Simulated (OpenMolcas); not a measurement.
Zr²⁺.

```
Program             : OpenMolcas 26.06
Basis               : ANO-RCC-VQZP [8s7p5d3f2g1h]
Scalar Hamiltonian  : DKH2, point nucleus
Active space        : 8 electrons in 8 orbitals (RAS1 4p, at most 2 holes; RAS2 4d)
State averaging     : 2S+1 = 3 even, 10 roots; 2S+1 = 1 even, 15 roots
Spin-orbit coupling : state interaction with AMFI integrals over the reference wave functions, term energies averaged over their components
```

Two sets of levels on these reference wave functions, in cm⁻¹ above 4d² ³F₂: one from RASSCF and one from SS-RASPT2, IPEA 0.25 Eh, imaginary shift 0.1 Eh (closed shells correlated: 4s).

```json
{"Level": "4d² ³F₂", "Set 1": "0.0", "Set 2": "0.0"}
{"Level": "4d² ³F₃", "Set 1": "752", "Set 2": "776"}
{"Level": "4d² ³F₄", "Set 1": "1661", "Set 2": "1679"}
{"Level": "4d² ¹D₂", "Set 1": "8750", "Set 2": "6170"}
{"Level": "4d² ³P₀", "Set 1": "9950", "Set 2": "8260"}
{"Level": "4d² ³P₁", "Set 1": "10240", "Set 2": "8570"}
{"Level": "4d² ³P₂", "Set 1": "10920", "Set 2": "9180"}
{"Level": "4d² ¹G₄", "Set 1": "14520", "Set 2": "10860"}
{"Level": "4d² ¹S₀", "Set 1": "30540", "Set 2": "22870"}
```

Task: Which set is which?

Result: Set 2 is SS-RASPT2. Its levels of the other terms of 4d² lie at 0.71 to 0.84 of the other set's values, as expected, since terms of lower spin or lower L gain more correlation energy than the Hund ground term. Against 8 measured levels (Moore, Atomic Energy Levels, vol. II, NSRDS-NBS 35 (1971 reprint of NBS Circular 467, 1952); NIST levels as listed in Rynkun, Gaigalas and Jonsson, Astron. Astrophys. 637, A10 (2020)) the mean absolute deviation is 350 cm-1 with it and 2400 cm-1 without; single levels miss by up to 1100 cm-1 with it.

CASPT2 does not keep the components of a term degenerate, so their means are used; among the terms shown or strongly mixed into the levels shown the widest spread is 260 cm-1 (4d² ¹G, SS-RASPT2). Active for correlation alone: 4p; no level in the range computed is led by a configuration that opens it, so any true level of that kind is missing. Without dynamic correlation excited terms often stand tens of per cent too high (terms of higher spin than the ground term too low), and those without a measured partner can miss by more than the paired ones (holds for RASSCF). Some levels mix across a computed gap that differs much from the measured one, so their mixing is not that of the real levels (holds for RASSCF). Computed and measured levels are paired by configuration, term and J; levels that our copy of the source lacks, or whose pairing is in doubt (as where it misses far off the trend of its configuration), stay unpaired and out of the deviations. Only configurations of the active space appear.
